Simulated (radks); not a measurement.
Values are calculated unless marked as measured or tabulated.
Species: Cr IV. Configuration: [Ne] 3s2 3p5.5 3d3 4f0.5 (fractional occupations, a model configuration). Level of theory: non-relativistic Kohn-Sham, LDA (Slater exchange, Perdew-Wang correlation), spin-polarised, spherical densities, point nucleus; open shells are filled with parallel spins first (a radial shooting solver on a logarithmic mesh with Libxc functionals).

Unscreened Slater integrals over Kohn-Sham orbitals (eV). They are taken over the spin-up orbitals. Empty in this configuration: 4s.

integral      value
F0(4f,4f)    5.3915
F2(4f,4f)    2.9408
F4(4f,4f)    1.9457
F6(4f,4f)    1.4334
F0(4f,3d)    6.8113
F2(4f,3d)   0.84580
F4(4f,3d)   0.28822
G1(4f,3d)   0.34730
G3(4f,3d)   0.19838
G5(4f,3d)   0.13570
F0(4f,3p)    6.8235
F2(4f,3p)   0.67985
G2(4f,3p)   0.13062
G4(4f,3p)  0.084193
F0(4f,3s)    6.8259
G3(4f,3s)  0.079595
F0(4f,4s)    6.5590
G3(4f,4s)    1.4333
F0(3d,3d)    23.867
F2(3d,3d)    11.350
F4(3d,3d)    7.1237
F0(3d,3p)    25.023
F2(3d,3p)    12.055
G1(3d,3p)    14.895
G3(3d,3p)    9.1167
F0(3d,3s)    25.502
G2(3d,3s)    11.395
F0(3d,4s)    12.994
G2(3d,4s)    1.5757
F0(3p,3p)    26.483
F2(3p,3p)    13.314
F0(3p,3s)    27.000
G1(3p,3s)    17.937
F0(3p,4s)    13.205
G1(3p,4s)    1.0841
F0(3s,3s)    27.564
F0(3s,4s)    13.271
G0(3s,4s)   0.78899
F0(4s,4s)    10.438

Derived for the open shells (J is the average intra-shell exchange parameter used in DFT+U). 3p: J = F2/5 = 2.663 eV. 3d: Racah B = F2/49 - 5 F4/441 = 0.1509 eV, C = 35 F4/441 = 0.5654 eV, C/B = 3.75, F4/F2 = 0.628, J = (F2 + F4)/14 = 1.320 eV. 4f: F4/F2 = 0.662, F6/F2 = 0.487, J = (286 F2 + 195 F4 + 250 F6)/6435 = 0.2453 eV.
